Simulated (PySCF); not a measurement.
# A survey of $^{29}$Si NMR shifts

Computed data (PySCF 2.14): shieldings: GIAO PBE0/pcSseg-1, GFN2-xTB geometry. One conformer, one averaged value for each set of equivalent atoms, gas phase, non-relativistic.

Shieldings were converted by a linear fit to measured shifts: $^{29}$Si (scatter 8.9 ppm rms, 25.8 ppm with the 6 outliers that the fit left out vs TMS, solution or neat liquid). A few per cent of atoms miss by over 2 rms, more outside the fitted compound classes.

Q: Give the $^{29}$Si shifts of `C#C[C@@](C)(C[SiH3])C[SiH2]C`, `CCCC1=C(C[SiH3])C[SiH2]1`.

A: 
```csv
compound,environment,δ (ppm)
[CH:1]#[C:2][C@@:3]([CH3:4])([CH2:5][SiH3:6])[CH2:7][SiH2:8][CH3:9],"Si8: silicon bonded to 2 C, 2 H",-51.2
[CH:1]#[C:2][C@@:3]([CH3:4])([CH2:5][SiH3:6])[CH2:7][SiH2:8][CH3:9],"Si6: silicon bonded to C, 3 H",-72.1
[CH3:1][CH2:2][CH2:3][C:4]1=[C:5]([CH2:6][SiH3:7])[CH2:8][SiH2:9]1,"Si9: silicon bonded to 2 C, 2 H, in a 4-membered ring",-52.7
[CH3:1][CH2:2][CH2:3][C:4]1=[C:5]([CH2:6][SiH3:7])[CH2:8][SiH2:9]1,"Si7: silicon bonded to C, 3 H",-69.2
```

Q: Order these by $^{29}$Si shift, lowest first.
A. C#C[C@](F)(C=C)[SiH2]O
B. CSc1cnn([SiH](C)C)n1
C. C[SiH](C)/C=C/C(=O)C=O
D. N#C[C@H]1CC(=O)[SiH2]C1=O

A: D (-97.9 ppm, silicon bonded to 2 C, 2 H, in a 5-membered ring), A (-30.6 ppm, silicon bonded to C, O, 2 H), C (-21.0 ppm, silicon bonded to 3 C, H), B (-6.5 ppm, silicon bonded to 2 C, N, H).
